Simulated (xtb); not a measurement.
C₂H₁₃NSi₃, SMILES [Si@H]([SiH2]N)(C[SiH3])C. All values are semi-empirical tight-binding results from xtb (GFN2-xTB unless named), good for trends rather than for accurate numbers. Geometry optimised at GFN2-xTB. The structure was generated by enumeration; whether it is a known compound was not checked. Other conformers were not sampled.

Optimised geometry:

```xyz
19

C     -0.8780    -2.4117    -0.1752
Si    -0.1317    -0.6739    -0.4640
C      1.6404    -0.6945     0.2493
Si     2.6931     0.8345    -0.1279
Si    -1.3924     0.9766     0.5468
N     -3.0006     0.7988    -0.0579
H     -0.2540    -3.1938    -0.5994
H     -0.9905    -2.6256     0.8848
H     -1.8605    -2.4987    -0.6309
H      0.0035    -0.5386    -1.9306
H      2.1623    -1.5766    -0.1233
H      1.5835    -0.8190     1.3321
H      4.0207     0.6944     0.4827
H      2.0415     2.0284     0.4170
H      2.8607     0.9828    -1.5749
H     -1.3256     0.9361     2.0270
H     -1.0575     2.3587     0.1865
H     -3.4279    -0.1126    -0.0623
H     -3.6921     1.4907     0.1828
```

```yaml
orbital_gap: 4.43 eV
dipole_moment: 1.71 D
zero_point_energy: 86.2 kcal/mol
G − E(el) at 298.15 K (modified RRHO): 62.0 kcal/mol
static polarisability (D4 model): 120.6 bohr³
solvation energy, GFN2-xTB/ALPB(water): -2.1 kcal/mol
solvation energy, GFN2-xTB/ALPB(methanol): -5.8 kcal/mol
```

Question: Give the atomic charges and the Wiberg bond orders between heavy atoms. (The exact figures need the calculation; the answer reports its results.)

Answer: charges (e) C1 -0.20, Si2 0.39, C3 -0.26, Si4 0.44, Si5 0.39, N6 -0.43, H7 0.03, H8 0.02, H9 0.01, H10 -0.11, H11 0.01, H12 0.01, H13 -0.11, H14 -0.12, H15 -0.11, H16 -0.12, H17 -0.12, H18 0.14, H19 0.14. Bond orders C1–Si2 0.90, Si2–C3 0.89, C3–Si4 0.94, Si2–Si5 0.81, Si5–N6 1.15.
